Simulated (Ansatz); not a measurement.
**CH3GeN: structure from calculated spectroscopic constants**

These gas-phase data were calculated for one isomer of CH3GeN at PBE0-D4/def2-TZVP (harmonic, unscaled wavenumbers; equilibrium rotational constants with average atomic masses):

| Quantity | Value |
| --- | --- |
| rotational constants | 26.1, 7.053, 5.764 GHz |
| all wavenumbers above 1500 cm⁻¹ | 3612, 3133, 3061, 1503 |

Candidates:

(1) `C[N+]#[Ge-]`, a singlet
(2) `C=[N+]=[GeH-]`, a singlet
(3) `[CH2]1[NH+]=[Ge-]1`, a singlet

Which candidate do the data belong to?

Candidate (3). The band at 3612 cm⁻¹ lies where the N–H stretch is expected; (1), (2) have no mode between 3250 and 3800 cm⁻¹.

The same quantities for all candidates:

|  | rotational constants (GHz) | wavenumbers above 1500 cm⁻¹ | E above the lowest, PBE0-D4/def2-TZVP (kcal/mol) |
| --- | --- | --- | --- |
| (1) | 160.3, 3.617, 3.617 | 3058, 3058, 2999 | 0.0 |
| (2) | 115.4, 3.717, 3.693 | 3075, 3009, 1903, 1810 | 15.8 |
| (3) | 26.1, 7.053, 5.764 | 3612, 3133, 3061, 1503 | 14.1 |

Each candidate is one conformer. Programs: Ansatz 0.2.0.
